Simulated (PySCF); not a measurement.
Ge(Cl)(OH)2(OMe) (CH₅ClGeO₃), SMILES C[O][Ge]([OH])([OH])[Cl].

Geometry optimised at PBE-D3(BJ)/def2-SVP. Other conformers were not sampled.

Computed with PBE/def2-TZVP (PySCF).

Isolated molecule, no solvent.

Computed frontier levels, gap, dipole moment and polarisability:
```yaml
highest_occupied_level: -6.90 eV
lowest_empty_level: -1.89 eV
orbital_gap: 5.00 eV
dipole_moment: 2.06 D
quadrupole, principal values (traceless, Buckingham form, about the centre of nuclear charge): -4.42, 1.13, 3.29 D·Å
mean_static_polarisability: 64.9 bohr³ (9.61 Å³)
polarisability_principal_values: 57.7, 68.3, 68.7 bohr³
```
